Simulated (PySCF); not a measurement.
Atomic charges by several schemes

C6H8OSSi.
Geometry (GFN2-xTB, Å), atoms numbered from 1 in this order:
```xyz
17
C6H8OSSi angstrom
C      2.6325    0.2481    0.7576
C      3.0218   -0.4558   -0.3318
S      1.7222   -0.6956   -1.4415
C      0.6323    0.1718   -0.4053
C     -0.7963    0.3040   -0.7711
O     -1.4732    1.2938    0.0141
C     -2.4008    0.5196    0.7880
Si    -1.9629   -1.1078   -0.1268
C      1.2632    0.6004    0.7208
H      3.2918    0.5091    1.5663
H      3.9891   -0.8528   -0.5664
H     -0.8878    0.5516   -1.8351
H     -2.1422    0.5700    1.8507
H     -3.4094    0.9236    0.6670
H     -2.9422   -1.5863   -1.0969
H     -1.3116   -2.1484    0.6610
H      0.7666    1.1665    1.4877
```

Density: PBE0/pcSseg-1 (PySCF); schemes: Mulliken, IAO, Hirshfeld and ESP-fitted. Isolated species at its GFN2-xTB geometry (one conformer only).

Question: Tabulate the Mulliken, IAO, Hirshfeld and ESP-fitted charges.

Answer: In e:

```
atom                        environment  Mulliken     IAO  Hirshfeld  ESP-fitted
  C1                 aromatic CH carbon    -0.038  -0.179     -0.075      -0.349
  C2  aromatic CH next to a ring sulfur    -0.266  -0.322     -0.091      -0.181
  S3              thiophene-type sulfur    +0.256  +0.296     +0.087      -0.002
  C4        substituted aromatic carbon    -0.392  -0.151     -0.036      -0.105
  C5         sp3 carbon bound to oxygen    -0.056  -0.159     -0.048      +0.037
  O6                cyclic ether oxygen    -0.481  -0.399     -0.149      -0.357
  C7         sp3 carbon bound to oxygen    -0.199  -0.319     -0.089      -0.118
 Si8                       SiH2 silicon    +0.596  +0.709     +0.350      +0.348
  C9                 aromatic CH carbon    +0.002  -0.202     -0.083      -0.018
 H10                  aromatic hydrogen    +0.089  +0.163     +0.055      +0.210
 H11                  aromatic hydrogen    +0.121  +0.172     +0.052      +0.204
 H12                   methine hydrogen    +0.146  +0.149     +0.035      +0.124
 H13                 methylene hydrogen    +0.133  +0.141     +0.036      +0.091
 H14                 methylene hydrogen    +0.137  +0.147     +0.039      +0.102
 H15                      Si–H hydrogen    -0.072  -0.109     -0.068      -0.074
 H16                      Si–H hydrogen    -0.058  -0.102     -0.066      -0.059
 H17                  aromatic hydrogen    +0.081  +0.166     +0.050      +0.148
```

Mean size of the charges over all atoms: IAO 0.229 e, Mulliken 0.184 e, ESP-fitted 0.149 e, Hirshfeld 0.083 e. Each set sums to the total charge, 0, to within 0.001 e. The Hirshfeld scheme divides the density at each point in proportion to the densities of the neutral, spherically averaged free atoms.

Lowest charge. All schemes agree: Mulliken O6 (-0.481); IAO O6 (-0.399); Hirshfeld O6 (-0.149); ESP-fitted O6 (-0.357).

Highest charge. All schemes agree: Mulliken Si8 (+0.596); IAO Si8 (+0.709); Hirshfeld Si8 (+0.350); ESP-fitted Si8 (+0.348).

Question: How many electrons does the Mulliken scheme count on C4?

Answer: Z − q = 6 − (-0.392) = 6.392.

Question: Sum the charges by element, for elements with more than one atom.

Answer: 
```csv
element,atoms,Mulliken,IAO,Hirshfeld,ESP-fitted
C,6,-0.949,-1.333,-0.422,-0.734
H,8,+0.578,+0.727,+0.133,+0.745
```

Question: How closely do the schemes follow one another over all atoms?

Answer: Correlation coefficient and root-mean-square difference: IAO with Hirshfeld 0.97, 0.166 e; Mulliken with IAO 0.92, 0.105 e; Mulliken with Hirshfeld 0.88, 0.156 e; IAO with ESP-fitted 0.84, 0.153 e; Hirshfeld with ESP-fitted 0.81, 0.115 e; Mulliken with ESP-fitted 0.80, 0.148 e.
